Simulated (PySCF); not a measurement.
Computed shifts of a molecule CH₁₂N₂Si₃, PBE/pcSseg-1 run with PySCF, GIAO, gas phase, atoms alike by connectivity averaged where their shifts nearly agree, in ppm (number of nuclei): ¹⁵N: 42.4 (1), 11.8 (1). ²⁹Si: -28.2 (1), -61.4 (1), -68.9 (1). ¹³C: 24.0 (1). ¹H: 5.39 (1), 5.25 (1), 4.36 (6), 0.91 (1), 0.66 (1), 0.56 (1), 0.51 (1). References: ¹⁵N against NH3 (σ = 267.0 ppm); ²⁹Si against TMS (σ = 335.4 ppm); ¹³C against TMS (σ = 182.0 ppm); ¹H against TMS (σ = 31.49 ppm), references at their B3LYP-D3(BJ)/def2-TZVP geometries, non-relativistic. Geometry optimised at PBE0-D3(BJ)/def2-SVP. The geometry has at least one imaginary mode, so it is a saddle point at that level. One conformer was computed; it need not be the lowest.

### Question
Which molecule gave these data?
(A) NC[SiH2]N([SiH3])[SiH3]
(B) N[SiH](N)[SiH2]C[SiH3]
(C) N[SiH2]C(N)([SiH3])[SiH3]
(D) CN[SiH2]N[SiH2][SiH3]

### Answer
C, N[SiH2]C(N)([SiH3])[SiH3]
